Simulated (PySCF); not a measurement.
Ga(H)(Cl)(Et) (C2H6ClGa), SMILES [GaH]([Cl])[CH2]C.

Geometry: ωB97X-D3(BJ)/def2-SVP. The structure was generated by enumeration; whether it is a known compound was not checked. Other conformers were not sampled.

Two levels are set side by side: TDA-PBE/def2-SVPD (PySCF) and TDA-B3LYP/def2-SVPD (PySCF). Vertical, same geometry. The lowest singlet is HOMO→LUMO 100 % with PBE and HOMO→LUMO 100 % with the other functional; states are paired by order. Differences are taken from unrounded values.

| quantity | TDA-B3LYP | TDA-PBE | TDA-PBE minus TDA-B3LYP |
|---|---|---|---|
| lowest singlet excitation (eV) | 4.88 | 4.55 | -0.34 |
| lowest triplet excitation (TDA) (eV) | 4.61 | 4.29 | -0.31 |
| first bright state (f over 0.05) (eV) | 6.62 | 6.21 | -0.42 |
| its oscillator strength | 0.13 | 0.09 | -0.04 |

Functionals without exact exchange tend to place singlet excitations lower, as here. Differences between two approximate levels are no errors against the true value.

Rough cost on one machine, each run with all the roots and properties that it gave: TDA-B3LYP against TDA-PBE about 2 times.
